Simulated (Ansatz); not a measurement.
CH₆GeN₂O, relaxed with RKS PBE-D4/def2-SVP in the Gaussian-basis code of Ansatz from a rough embedded geometry. The force threshold is 0.03 eV/Å; the program also tests the step.

The species carries charge 0 and has multiplicity 1. The bonds changed during the relaxation, so this is another structure than the one it started from.

Start:

```xyz
11

N    -1.601   -0.766    0.273
C    -0.648    0.299    0.385
N    -0.407    0.894   -0.848
Ge    1.150   -0.112   -0.322
O     2.393    1.053    0.280
H    -1.627   -1.259    1.272
H    -1.252   -1.559   -0.356
H    -0.747    1.022    1.168
H    -0.869    0.310   -1.674
H     1.463   -1.101   -1.404
H     2.145    1.219    1.226
```

Problem. How much energy does the relaxation release, and in how many steps? (Estimate.)

Solution. Ansatz gave: 50.55 kcal/mol, in 28 steps.

Problem. Which bonds change most? (Best estimate.)

Solution. Computed: N3–Ge4 from 1.927 to 2.149 Å; Ge4–H10 from 1.499 to 1.620 Å; C2–N3 from 1.390 to 1.292 Å; N1–H6 from 1.114 to 1.018 Å.

Problem. Give the relaxed structure. (Estimate.)

Solution. Ansatz gave: 
```xyz
11

N    -2.219   -0.559    0.123
C    -0.931   -0.523    0.543
N     0.106   -0.103   -0.104
Ge    2.151    0.124    0.514
O     2.315    1.491   -0.749
H    -2.958   -0.875    0.749
H    -2.487   -0.226   -0.804
H    -0.765   -0.912    1.567
H    -0.038    0.303   -1.042
H     2.498   -1.043   -0.556
H     2.329    2.323   -0.241
```
